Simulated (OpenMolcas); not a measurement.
**Levels of neutral barium by method**

```
Program             : OpenMolcas 26.06
Basis               : ANO-RCC-VTZP [8s7p4d2f1g]
Scalar Hamiltonian  : DKH2, point nucleus
Active space        : 2 electrons in 9 orbitals (5d 6s 6p)
State averaging     : 2S+1 = 3 even, 18 roots; 2S+1 = 1 even, 21 roots; 2S+1 = 3 odd, 18 roots; 2S+1 = 1 odd, 18 roots
Spin-orbit coupling : state interaction with AMFI integrals over the reference wave functions, term energies averaged over their components
```

Methods on the same reference wave functions:
A. CASSCF
B. SS-CASPT2, IPEA 0.25 Eh, imaginary shift 0.1 Eh (closed shells correlated: 5s 5p)
C. MS-CASPT2, IPEA 0.25 Eh, imaginary shift 0.1 Eh (closed shells correlated: 5s 5p)
D. XMS-CASPT2, IPEA 0.25 Eh, imaginary shift 0.1 Eh (closed shells correlated: 5s 5p)

Energies in cm⁻¹ above 6s² ¹S₀, the measured ground level; measured values from NIST Handbook of Basic Atomic Spectroscopic Data.

```tsv
Level	A	B	C	D	Measured
6s² ¹S₀	0.0	0.0	0.0	0.0	0.0
6s 6p ³P°₀	11019	12140	12240	12730	12266
6s 6p ³P°₁	11210	12330	12430	12920	12637
5d 6s ³D₁	11508	9420	9530	9620	9034
6s 6p ³P°₂	11614	12730	12840	13330	13515
5d 6s ³D₂	11694	9620	9720	9820	9216
5d 6s ³D₃	12054	9970	10080	10170	9597
5d 6s ¹D₂	13474	11900	11960	12320	11395
6s 6p ¹P°₁	18342	17820	17890	18470	18060
5d 6p ³F°₂	22525	22310	22420	22800	22065
5d 6p ³F°₃	23067	22860	22970	23370	22947
5d 6p ³F°₄	23699	23490	23600	24000	23757
5d 6p ¹D°₂	23822	23570	23680	23830	23074
5d² ³F₂	24022	21210	21320	21600	
5d² ³F₃	24398	21570	21680	21960	
5d² ³F₄	24826	21990	22100	22380	
5d² ³P₀	25338	23990	23670	23670	
5d² ³P₁	25625	24320	23930	23890	
5d 6p ³D°₁	25940	25460	25570	25720	24192
5d 6p ³D°₂	26254	25780	25890	26040	24532
5d 6p ³D°₃	26664	26190	26300	26450	24980
5d 6p ³P°₀	27639	26450	26570	26920	
5d 6p ³P°₁	27735	26540	26650	27010	
5d 6p ³P°₂	27977	26800	26910	27260
```

Deviations, from unrounded energies. A percentage is the sum of absolute deviations over the sum of measured energies, with the sign that they share, or ± where signs differ.

| Against measurement | Levels | A | B | C | D |
| --- | --- | --- | --- | --- | --- |
| mean absolute deviation (cm-1) | 15 | 1400 | 530 | 560 | 710 |
| other configurations (%) | 15 | ±8.0 | ±3.0 | ±3.2 | ±4.1 |

B, C lie about equally close to measurement and A furthest from it. The largest miss of B in the table is 5d 6p ³D°₁, by +1300 cm-1. The ranking rests on the paired levels alone, and a cruder setting can come out closer through cancelling errors.

Among B to D the level of the table that moves most is 6s 6p ¹P°₁, by 650 cm-1 (lowest in B, highest in D). Moves below CASPT2's spread within the term are not significant.

The mean deviations of B to D differ by less than CASPT2's widest spread within a term (330 cm-1), so their order carries little weight.

The lowest spin-free term lies below A's lowest term by 0.179 hartree in B, 0.180 hartree in C, 0.184 hartree in D.

Term energies are means over components that CASPT2 splits; among the terms shown or strongly mixed into the levels shown the widest spread is 330 cm-1 (5d² ³F, C). A single d shell beside an s shell can misplace configurations of different d count against each other. The CASPT2 spread within a term exceeds the gap to the next term for 5d 6p ³F° and 5d 6p ¹D°, so the order of their levels is uncertain, and so are names and mixing where such terms share a J (holds for D). Measured partners are found by configuration, term and J. A level has none where our copy of the source lacks it or the pairing is in doubt (some pairs that miss far off the trend of their configuration count as doubtful), and it then counts in no deviation. Levels of configurations outside the active space are missing. Levels that lie high or do not pair safely by name in every column are left out.

° marks odd parity.
